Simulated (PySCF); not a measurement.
Isomers of C6H10O2Si, mass 142.045 u with the commonest isotopes. Level of theory: PBE0/pcSseg-1 in PySCF (dipole) on a GFN2-xTB geometry, gas phase. One conformer each, none proved a minimum here; rigid rotors.

**Question.** Order these by out-of-plane moment Σ m c² = (Ia + Ib − Ic)/2, smallest first.
A. `[O:1]=[CH:2]/[CH:3]=[CH:4]/[C:5](=[O:6])[CH2:7][CH2:8][SiH3:9]` with O1–C2–C3–C4 180°, C3–C4–C5–O6 -158°, C4–C5–C7–C8 161°, C5–C7–C8–Si9 47°
B. `[CH3:1]/[CH:2]=[C:3]1\[CH2:4][O:5][CH2:6][C:7](=[O:8])[SiH2:9]1` with C2–C3–C4–O5 -178°, C3–C4–O5–C6 -74°, C4–O5–C6–C7 74°, O5–C6–C7–O8 179°
C. `[CH3:1]/[C:2]([CH2:3][O:4][CH:5]=[O:6])=[C:7]1\[CH2:8][SiH2:9]1` with C1–C2–C3–O4 -81°, C2–C3–O4–C5 -85°, C3–O4–C5–O6 -2°
D. `[O:1]=[CH:2][CH2:3][SiH2:4][O:5][C@:6]12[CH2:7][C@H:8]1[CH2:9]2` with O1–C2–C3–Si4 -92°, C2–C3–Si4–O5 -65°, C3–Si4–O5–C6 -177°, Si4–O5–C6–C7 114°

**Answer.** A (18.51 u·Å²), C (34.26 u·Å²), B (58.82 u·Å²), D (59.96 u·Å²).

**Question.** Order these by rotational constant B, smallest first.
A. `[CH3:1]/[CH:2]=[C:3]1\[CH2:4][O:5][CH2:6][C:7](=[O:8])[SiH2:9]1` with C2–C3–C4–O5 -178°, C3–C4–O5–C6 -74°, C4–O5–C6–C7 74°, O5–C6–C7–O8 179°
B. `[O:1]=[CH:2]/[CH:3]=[CH:4]/[C:5](=[O:6])[CH2:7][CH2:8][SiH3:9]` with O1–C2–C3–C4 180°, C3–C4–C5–O6 -158°, C4–C5–C7–C8 161°, C5–C7–C8–Si9 47°
C. `[O:1]=[CH:2][CH2:3][SiH2:4][O:5][C@:6]12[CH2:7][C@H:8]1[CH2:9]2` with O1–C2–C3–Si4 -92°, C2–C3–Si4–O5 -65°, C3–Si4–O5–C6 -177°, Si4–O5–C6–C7 114°
D. `[CH3:1]/[C:2]([CH2:3][O:4][CH:5]=[O:6])=[C:7]1\[CH2:8][SiH2:9]1` with C1–C2–C3–O4 -81°, C2–C3–O4–C5 -85°, C3–O4–C5–O6 -2°

**Answer.** B (490.3 MHz), C (648.0 MHz), A (959.3 MHz), D (1163 MHz).

**Question.** Order these by radius of gyration √(Σ m r²/M), largest first.
A. `[O:1]=[CH:2][CH2:3][SiH2:4][O:5][C@:6]12[CH2:7][C@H:8]1[CH2:9]2` with O1–C2–C3–Si4 -92°, C2–C3–Si4–O5 -65°, C3–Si4–O5–C6 -177°, Si4–O5–C6–C7 114°
B. `[CH3:1]/[C:2]([CH2:3][O:4][CH:5]=[O:6])=[C:7]1\[CH2:8][SiH2:9]1` with C1–C2–C3–O4 -81°, C2–C3–O4–C5 -85°, C3–O4–C5–O6 -2°
C. `[O:1]=[CH:2]/[CH:3]=[CH:4]/[C:5](=[O:6])[CH2:7][CH2:8][SiH3:9]` with O1–C2–C3–C4 180°, C3–C4–C5–O6 -158°, C4–C5–C7–C8 161°, C5–C7–C8–Si9 47°

**Answer.** C (2.806 Å), A (2.466 Å), B (2.203 Å).

| SMILES | point group | Ia (u·Å²) | Ib (u·Å²) | Ic (u·Å²) | κ | μa (D) | μb (D) | μc (D) |
| --- | --- | --- | --- | --- | --- | --- | --- | --- |
| O=C/C=C/C(=O)CC[SiH3] | C1 | 106.28 | 1030.74 | 1099.99 | -0.99 | 0.38 | 0.71 | 1.01 |
| O=CC[SiH2]O[C@]12C[C@H]1C2 | C1 | 144.06 | 779.90 | 804.05 | -0.99 | 2.17 | 2.32 | 0.48 |
| C/C(COC=O)=C1\C[SiH2]1 | C1 | 288.94 | 434.67 | 655.10 | -0.20 | 0.39 | 1.52 | 0.08 |
| C/C=C1\COCC(=O)[SiH2]1 | C1 | 215.34 | 526.81 | 624.50 | -0.80 | 3.18 | 0.99 | 0.00 |
